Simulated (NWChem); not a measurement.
# CH3N2S anion

```xyz
7

N      1.1599    -1.1729     0.0109
C      0.1122    -0.4081     0.0151
N     -1.1342    -1.0611     0.0439
S      0.0378     1.3541     0.0037
H      1.9918    -0.5872     0.0256
H     -1.0885    -2.0181    -0.2908
H     -1.8940    -0.5099    -0.3314
```
Atoms are numbered in this order, from 1.

Results from NWChem. Sets without diffuse functions describe the anion's extra electron poorly. Structure relaxed at the B3LYP/def2-SVPD level. Vzz is the largest principal value of the second derivative of the potential at the nucleus (NWChem prints the opposite sign); η is the asymmetry. Non-relativistic.

```json
[
 {"level": "PBE0/cc-pVTZ", "Vzz N1 (a.u.)": "(withheld)", "η N1": "0.92", "Vzz N3 (a.u.)": "(withheld)", "η N3": "0.11", "Vzz S4 (a.u.)": "(withheld)", "η S4": "0.28"},
 {"level": "CAM-B3LYP/def2-TZVP", "Vzz N1 (a.u.)": "-0.544", "η N1": "0.87", "Vzz N3 (a.u.)": "-1.015", "η N3": "0.10", "Vzz S4 (a.u.)": "2.659", "η S4": "0.28"},
 {"level": "CAM-B3LYP/def2-SVP", "Vzz N1 (a.u.)": "0.567", "η N1": "0.91", "Vzz N3 (a.u.)": "-1.062", "η N3": "0.06", "Vzz S4 (a.u.)": "2.432", "η S4": "0.26"}
]
```

Fill in the missing entries.


- PBE0/cc-pVTZ, Vzz N1 (a.u.): -0.523
- PBE0/cc-pVTZ, Vzz N3 (a.u.): -1.004
- PBE0/cc-pVTZ, Vzz S4 (a.u.): 2.305
